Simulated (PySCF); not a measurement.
# `C=N[C@@H]1C(=C)[C@H]1O`, C₅H₇NO

Geometry (Å), atoms numbered from 1 in this order:
```xyz
14

C     2.2167   -0.4168    0.3526
N     1.5888    0.2936    1.1769
C     0.2076    0.5092    1.0807
C    -0.7270   -0.3467    0.2973
C    -1.3446   -1.4964    0.2070
C    -0.4409    0.9807   -0.2376
O    -1.3619    2.0153   -0.2723
H     3.2839   -0.5116    0.4828
H     1.7697   -0.9545   -0.4892
H    -0.1818    0.9572    1.9914
H    -1.2096   -2.2713    0.9453
H    -2.0121   -1.7158   -0.6121
H     0.2253    1.0652   -1.0905
H    -2.0148    1.8914    0.4256
```

The calculation used PySCF 2.14.0, TDDFT CAM-B3LYP/def2-SVPD circular dichroism and optical rotation, one conformer, gas phase. Geometry: GFN2-xTB.

The molecule is flexible and this is one conformer; a measurement averages over conformers.

**Question.** Assign R or S to each stereocentre.

**Answer.** C3 R, C6 R.

**Question.** Which excitations and rotatory strengths does the calculation give?

**Answer.** Rotatory strengths R in 10⁻⁴⁰ esu² cm², velocity form and length form (origin at the centre of mass); f in length form.
```csv
state,E (eV),λ (nm),f,R (velocity),R (length),main
1,4.65,266,0.0005,-10.6,-10.8,"HOMO→LUMO+1 0.80, HOMO−1→LUMO+1 0.10"
2,5.30,234,0.005,+26.8,+24.5,HOMO→LUMO 0.89
3,5.68,218,0.0008,-4.5,-4.9,HOMO−1→LUMO 0.92
4,6.35,195,0.216,+13.9,+13.8,"HOMO−1→LUMO+1 0.81, HOMO→LUMO+1 0.12"
5,6.73,184,0.034,-8.4,-7.6,"HOMO→LUMO+2 0.61, HOMO−1→LUMO+2 0.13"
6,7.08,175,0.022,+15.9,+16.3,"HOMO−2→LUMO+1 0.80, HOMO−2→LUMO 0.10"
7,7.17,173,0.021,-49.0,-49.4,"HOMO−3→LUMO 0.49, HOMO→LUMO+3 0.15"
8,7.19,173,0.160,+27.7,+27.6,"HOMO−2→LUMO 0.24, HOMO−1→LUMO+2 0.18"
9,7.34,169,0.246,-0.4,-0.6,"HOMO−2→LUMO 0.54, HOMO−3→LUMO 0.19"
10,7.44,167,0.002,+0.9,+1.8,"HOMO→LUMO+3 0.36, HOMO−3→LUMO+1 0.28"
11,7.55,164,0.013,-14.3,-14.2,"HOMO−3→LUMO+1 0.53, HOMO→LUMO+3 0.15"
12,7.78,159,0.010,-4.9,-4.2,"HOMO−1→LUMO+3 0.62, HOMO→LUMO+5 0.12"
```

Among the states computed, the strongest CD band (largest |R|) is state 7. The largest dissymmetry factor in size, g = 4R/(D+G), with D and G the electric and magnetic dipole strengths, is -0.13 for state 1 (velocity form, f = 0.0006), among bands with |R| over 0.5. The mirror image has the same energies and oscillator strengths and all R with the opposite sign.
